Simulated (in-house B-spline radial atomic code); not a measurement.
A calculation on the tin ion Sn⁶⁺ (an excited or competing configuration): its settings, and results tabulated from the run. All numbers are computed (scalar-relativistic (X2C) AM05, spin-polarised, spherical fractional occupations; Fermi nucleus of rms radius 4.6519 fm) with a B-spline radial code for spherical atoms, not measured.

In the input, 3d5,1 would mean five up and one down electron.

Command:
```bash
python run_scf.py task.json out
```
Settings (nuclear radius in fm, mass in u):
```
Z                50
configuration    1s2 2s2 2p6 3s2 3p6 3d10 4s2 4p2,3 4d5,3 5p1,0
hamiltonian      x2c
method           am05
spin_polarised   True
nucleus          fermi
rms_radius       4.6519
atomic_mass      119.9022
speed_of_light   137.035999084
```

Output (hartree, bohr):
```
 radial grid: 68 intervals, B-splines of order 8, outer radius 21.6418 bohr

 iter        energy (Eh)    residual
    1       -6137.101845    1.03e+00
    2       -6149.973695    5.85e-01
    3       -6156.458304    1.38e-01
    4       -6156.844110    3.55e-02
    5       -6156.859830    1.79e-02
    6       -6156.866005    3.68e-03
    7       -6156.866091    2.05e-04
    8       -6156.866092    3.33e-06
    9       -6156.866092    3.08e-07

 total energy                     -6156.86609
 kinetic                            6482.5867
 electron-nucleus                 -14798.4452
 Hartree                            2316.3648
 exchange-correlation               -157.3723

 orbital      occ     eigenvalue          <r>       <r^2>       <1/r>       r_max
 1s up      1.000     -1066.7595    0.0284995  0.00110964      55.445      0.0181
 1s down    1.000     -1066.7685    0.0284996  0.00110964     55.4447      0.0181
 2s up      1.000      -164.2456     0.125111   0.0185177     12.5708      0.1061
 2s down    1.000      -164.2296     0.125107   0.0185167     12.5716      0.1061
 2p up      3.000      -147.9831      0.10936   0.0146161     11.6974     0.08467
 2p down    3.000      -147.9747     0.109352   0.0146142     11.6983     0.08466
 3s up      1.000       -34.6169      0.33934    0.131792     4.40141       0.308
 3s down    1.000       -34.6124     0.339304    0.131758      4.4017       0.308
 3p up      3.000       -29.2906     0.337453    0.132239     4.11705      0.3011
 3p down    3.000       -29.2858     0.337407    0.132194     4.11727      0.3011
 3d up      5.000       -21.0393     0.314261     0.11721     3.86978      0.2506
 3d down    5.000       -21.0285     0.314252    0.117191     3.86956      0.2507
 4s up      1.000        -8.3527     0.803101    0.728003     1.75481        0.74
 4s down    1.000        -8.3189     0.802022    0.725871     1.75719      0.7397
 4p up      2.000        -6.6943     0.857887    0.836796     1.59534      0.7785
 4p down    3.000        -6.6575     0.856049      0.8329     1.59863      0.7778
 4d up      5.000        -4.2266      0.98608      1.1264     1.33888      0.8536
 4d down    3.000        -4.1815      0.98107     1.11431     1.34535      0.8518
 5p up      1.000        -2.4082       1.9788       4.369    0.668045       1.861
```

Time taken, with all properties: 0.15 s on 1 thread of Arm Neoverse V1, with other jobs on the host.

One-electron X2C: radii and densities carry no picture-change correction, so inner-shell <1/r> comes out high (for 1s by about 2 % at Z = 33, 5 % at 54, 10 % at 75, 30 % at 118) and <r> low.
